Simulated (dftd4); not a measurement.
C4H9O, doublet, geometry from GFN2-xTB; dftd4 4.2.0 with D4 for tpssh.

Input for dftd4:
```
$ dftd4 mol.xyz --func tpssh --charge 0 --json dftd4.json --noedisp

# file mol.xyz
14

C      1.10798705     1.18179737    -0.76313108
C      1.33034849    -0.07180201    -0.02021535
O      0.27650318    -1.01579934    -0.11597982
C     -0.85408114    -0.70550448     0.66520795
C     -1.67531244     0.46490693     0.13456300
H      0.67540127     1.14301983    -1.74337653
H      1.52015430     2.10484805    -0.40642384
H      1.54862473     0.14020034     1.03936909
H      2.19740896    -0.61752059    -0.43365216
H     -0.54235749    -0.49679618     1.70154342
H     -1.45465890    -1.61952186     0.66060789
H     -1.04658407     1.35510406     0.07587418
H     -2.51483962     0.65957172     0.79662790
H     -2.04882656     0.24110264    -0.86127870
```

Task: What does dftd4 print? Leave out banner, timings and long lists.

Result: 
```
                    ____  _____ _____     ____  _  _
      -------------|  _ \|  ___|_   _|---|  _ \| || |------------
     |             | | | | |_    | | ___ | | | | || |_           |
     |             | |_| |  _|   | ||___|| |_| |__   _|          |
     |             |____/|_|     |_|     |____/   |_|            |
     |             ===================================           |
     |            E. Caldeweyher, S. Ehlert & S. Grimme          |
     |          Mulliken Center for Theoretical Chemistry        |
     |                    University of Bonn                     |
      -----------------------------------------------------------

Rational (Becke-Johnson) damping: tpssh-D4-ATM
---------------------
  s6         1.0000
  s8         1.8590
  s9         1.0000
  a1         0.4429
  a2         4.6023
 alp        16.0000
--------------------

Dispersion energy:      -1.1214138332637E-02 Eh

[Info] JSON dump of results written to 'dftd4.json'
```
